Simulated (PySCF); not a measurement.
C3H4F2Si, SMILES C#CC(F)(F)[SiH3].

Geometry optimised at PBE0-D3(BJ)/def2-SVP. The structure was generated by enumeration, and PubChem lists no compound with its InChIKey, so it may never have been made.

Method: PBE/def2-TZVP (PySCF).

Symmetry labels are those of the subgroup Cs that the program uses (full group Cs).

Computed valence orbital energies around the gap with their symmetry:
```json
[
 {"orbital": "HOMO−7", "symmetry": "A\"", "energy (eV)": "-10.28"},
 {"orbital": "HOMO−6", "symmetry": "A'", "energy (eV)": "-10.22"},
 {"orbital": "HOMO−5", "symmetry": "A\"", "energy (eV)": "-9.76"},
 {"orbital": "HOMO−4", "symmetry": "A'", "energy (eV)": "-8.92"},
 {"orbital": "HOMO−3", "symmetry": "A\"", "energy (eV)": "-8.79"},
 {"orbital": "HOMO−2", "symmetry": "A'", "energy (eV)": "-7.94"},
 {"orbital": "HOMO−1", "symmetry": "A\"", "energy (eV)": "-7.56"},
 {"orbital": "HOMO", "symmetry": "A'", "energy (eV)": "-7.10"},
 {"orbital": "LUMO", "symmetry": "A\"", "energy (eV)": "-1.34"},
 {"orbital": "LUMO+1", "symmetry": "A'", "energy (eV)": "-1.33"},
 {"orbital": "LUMO+2", "symmetry": "A'", "energy (eV)": "-0.43"},
 {"orbital": "LUMO+3", "symmetry": "A\"", "energy (eV)": "0.38"}
]
```
